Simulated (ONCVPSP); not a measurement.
**Building the ONCV potential for Zr (PBEsol, scalar-relativistic).**

| Quantity | Value |
| --- | --- |
| Element | zirconium |
| Generator | ONCVPSP 4.0.1 |
| Type | optimised norm-conserving Vanderbilt (ONCV) |
| Functional | PBEsol |
| Relativity | scalar-relativistic |
| Frozen core | [Kr] |
| Valence charge | 4 |
| Reference configuration | 4d2 5s1.75 5p0.25 |
| Partial waves | 5s: rc 3.25 bohr, ncon 3, nbas 7, qcut 1.9 1/bohr, 2 projectors, debl 3.6 Ha; 5p: rc 3.65 bohr, ncon 4, nbas 8, qcut 2.4 1/bohr, 2 projectors, debl 2.5 Ha; 4d: rc 2.40 bohr, ncon 4, nbas 9, qcut 6.7 1/bohr, 3 projectors, debl 1.5 Ha |
| Local potential | polynomial inside 2.05 bohr (lpopt 4, dvloc0 4 Ha) |
| Core correction | polynomial model core, fcfact 0.35 |

All-electron outer shells of the reference configuration (PBEsol, scalar-relativistic, ld1.x):

| shell | level (eV) | outermost node (bohr) | outermost maximum (bohr) |
| --- | --- | --- | --- |
| 4s | -54.78 | 0.55 | 1.08 |
| 4p | -32.75 | 0.56 | 1.17 |
| 5s | -4.66 | 1.47 | 3.15 |
| 4d | -3.89 | 0.58 | 1.61 |
| 5p | -1.61 | 1.70 | 4.10 |

What the tests gave:

| Quantity | Value |
| --- | --- |
| Cutoffs needed | 13 Ha and 16 Ha (the cutoffs (Ha) at which the residual kinetic energy of the hardest occupied pseudo-wave falls to 1 and 0.1 mHa per electron) The cutoffs count occupied waves only; projector 2 of the s channel, the hardest unoccupied one, needs 44 Ha at the loose tolerance. |
| Ghost test | no bound ghost flagged; GHOST(+) flagged for s at 121.2 eV, s at 331.6 eV |
| Largest excitation error | -47 meV (all-electron minus pseudo) for 4d2 5s0 5p0, out of 4 test configurations |
| rms error of d²Exc/dni dnj | 9.13 mHa without and 1.47 mHa with the model core |

Generation and tests took about 5.5 s on one core of a shared server CPU.
